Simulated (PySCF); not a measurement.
Species: C₆H₆ClP.
Atom-mapped SMILES: `[PH2:1][c:2]1[cH:3][cH:4][c:5]([Cl:6])[cH:7][cH:8]1`

Geometry (GFN2-xTB, Å), atoms numbered from 1 in this order:
```
atom  x, y, z in Å
P1     2.6253    0.0479   -0.7703
C2     0.8584    0.0168   -0.2958
C3     0.1626    1.2050   -0.0956
C4    -1.1873    1.1907    0.1992
C5    -1.8522   -0.0225    0.2817
Cl6   -3.5404   -0.0475    0.6533
C7    -1.1806   -1.2160    0.0676
C8     0.1695   -1.1900   -0.2256
H9     2.9914    1.0193    0.1595
H10    3.0062   -0.9947    0.0724
H11    0.6831    2.1498   -0.1657
H12   -1.7228    2.1127    0.3636
H13   -1.7104   -2.1538    0.1302
H14    0.6967   -2.1182   -0.3964
```

NICS = −σ at a ghost point: NICS(0) at the centroid of the ring atoms, NICS(1) 1 Å to either side along the normal of their mean plane, zz for the tensor component along that normal. Level: GIAO PBE0/pcSseg-1 (PySCF, non-relativistic, gas phase) on the GFN2-xTB geometry, one conformer.

Ring bond lengths (Å), with Mayer bond orders in brackets: C2–C3 1.391 (1.40), C3–C4 1.382 (1.45), C4–C5 1.386 (1.35), C5–C7 1.386 (1.35), C7–C8 1.382 (1.45), C8–C2 1.391 (1.40).

**Question.** What do the NICS probes read (ppm)?

**Answer.** 
```
             ring                                              type  NICS(0)  NICS(1), two faces  NICS(1)zz, two faces  rms pucker (Å)  centre to ring atoms, mean (Å)
C2–C3–C4–C5–C7–C8  6-membered carbocycle; formal bonds all aromatic     -8.4       -10.5 / -10.6         -25.6 / -25.6            0.01                            1.39
```

**Question.** What can be read from them?

**Answer.** 
- C2–C3–C4–C5–C7–C8: mean NICS(1)zz -25.6 ppm, shielded. For a flat ring without four-coordinate atoms the NICS criterion counts such a value as aromatic.

**Question.** And the bond-length index? HOMA takes Krygowski's 1993 parameters.

**Answer.** 
- C2–C3–C4–C5–C7–C8: HOMA 1.00 = 1 − EN − GEO, with mean bond length 1.386 Å, EN = α(Ropt − mean)² = 0.001 and GEO = α × variance = 0.004. The geometric and the magnetic index point the same way.

**Question.** What field does 7.05 T along the ring normal induce along that normal at the second NICS(1) probe listed for ring C2–C3–C4–C5–C7–C8, 1 Å off the ring?

**Answer.** NICSzz × B0 = -25.6 ppm × 7.05 T = -180 μT, against the applied field.

**Question.** Give the inner angles of the rings and the Hirshfeld charges of the ring atoms.

**Answer.** 
- C2–C3–C4–C5–C7–C8: C2 119.1° (-0.050 e), C3 120.7° (-0.048 e), C4 119.4° (-0.056 e), C5 120.8° (+0.015 e), C7 119.3° (-0.056 e), C8 120.7° (-0.049 e); sum 720.0° against 720° for a flat convex ring.

**Question.** What are the shieldings of the ring atoms and their hydrogens in the same run (means over atoms taken as equivalent)?

**Answer.** 
| atoms | environment | σ isotropic (ppm) |
| --- | --- | --- |
| C2 | substituted aromatic carbon | 50.1 |
| C3 (×2) | aromatic CH carbon | 49.3 |
| C4 (×2) | aromatic CH carbon | 52.3 |
| C5 | aromatic C–Cl carbon | 42.7 |
| H11 (×2) | aromatic hydrogen | 24.15 |
| H12 (×2) | aromatic hydrogen | 24.23 |

The run took about 70 s of CPU time (one thread, shared machine). This is the whole shielding run at PBE0/pcSseg-1, SCF included.
